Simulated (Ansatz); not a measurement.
Input for Ansatz (a program for electronic structure): R-CCSD(T)/def2-TZVPPD on CdI2 (SMILES [I][Cd][I]), atoms moved off the minimum. Elements past Kr take the def2 small-core potentials; no spin–orbit coupling. Files ending in .json are basis or fitting sets from the Basis Set Exchange. The run froze 22 orbitals, filled d shells among them.

Ansatz 0.2 input:
```yaml
crystal:
  periodic: [false, false, false]
  atoms:
    - {symbol: Cd, position_ang: [0.02345769, 0.14427472, -0.01359282]}
    - {symbol: I, position_ang: [0.08943728, -0.03487676, 2.71826341]}
    - {symbol: I, position_ang: [-0.06548219, 0.01520923, -2.45294083]}
basis:
  gaussian:
    orbitals: def2-TZVPPD.json
magnetization: {spin_polarized: false}
correlation: {method: ccsd_t, electrons: outside_noble_gas}
scf: {lower_state_search: off}
output: {forces: true}
```

The head of its log:

```
WARN ansatz: RAYON_NUM_THREADS=6 ignored (pool sized by the plan → 6); use --threads N
Functional definition: HF
these checks for a lower state are left out or cut short: starts, cluster_reference, orbital_swaps, neighbouring_geometries, increment
integrals: 0.55 GiB planned
1456 factors; integrals over basis functions are off by at most 7.2e-4 eV
mean field: 0.93 GiB planned
mean field evaluation 1: about -20687.6714 eV, gradient 1.8e1 eV
mean field evaluation 2: about -20687.9534 eV, gradient 1.8e1 eV
mean field evaluation 4: about -20689.1235 eV, gradient 1.6e0 eV
mean field evaluation 8: about -20689.1450 eV, gradient 1.8e-1 eV
mean field evaluation 16: about -20689.1451 eV, gradient 7.1e-6 eV
mean field -20689.14513495 eV, -760.3120601031 hartree, gradient 7.1e-6 eV, S^2 0.000000; 0 other end points of the search recorded, 0 dependent functions left out
22 core orbitals not correlated
reference -20689.14513495 eV, -760.3120601031 hartree; 13, 13 occupied and 139, 139 virtual orbitals, 1456 factors
densities: 3.02 GiB planned
```

Question: What total energy does the run end on?

Answer: -761.0390 hartree (reference determinant -760.3121, T1 diagnostic 0.015).
